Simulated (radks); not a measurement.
The numbers below are computed, except where a source is named.
Charge is removed step by step from the 5p3/2 level of Ta, starting from [Kr] 4d10 4f14 5s2 5p(1/2: 2, 3/2: 4) 5d3 6s2. Code: a radial shooting solver on a logarithmic mesh with Libxc functionals. Model: Dirac Kohn-Sham, PBEsol, spin-unpolarised, spherical densities, point nucleus; open shells fill j = l - 1/2 first.

removed (e)  E - E(0) (eV)  eigenvalue (eV)  E minus straight line (eV)
0                    0.000          -36.599                       0.000
0.25                 9.478          -39.253                      -1.066
0.5                 19.641          -42.078                      -1.446
0.75                30.528          -45.044                      -1.101
1                   42.173          -48.131                       0.000

Removing the whole electron costs 42.173 eV by Delta-SCF, against 36.599 eV from minus the eigenvalue at the starting occupation. Slater's transition state (half an electron removed) gives 42.078 eV. Integrating minus the eigenvalue over the occupation (Janak's theorem) gives 42.173 eV. The mean slope of the eigenvalue, de/dn, is 11.5 eV per electron.
